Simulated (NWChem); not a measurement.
# CdH2Se; SMILES [SeH][CdH]

```xyz
4

Cd     0.0094    -1.0094     0.0000
H      0.0139    -2.6791     0.0000
Se     0.0287     1.4595     0.0000
H     -1.4429     1.5075     0.0000
```
Atoms are numbered in this order, from 1.

Computed with NWChem. Structure relaxed at the PBE0/def2-SVP level. def2 effective core potentials on Cd; no spin-orbit coupling. Vertical excitations in the gas phase; the lowest state need not have the same character in each row.

For level Hartree-Fock/def2-SVP, TDHF:

lowest excitation, singlet (eV): 5.68
lowest state with f > 0.02, singlet (eV): 5.68
orbital gap (eV): 10.48

Task: What are these values for level B3LYP/def2-SVP, full TDDFT?

Result: 
| Property | Value |
|---|---|
| lowest excitation, singlet (eV) | 4.35 |
| lowest state with f > 0.02, singlet (eV) | 4.62 |
| orbital gap (eV) | 5.29 |
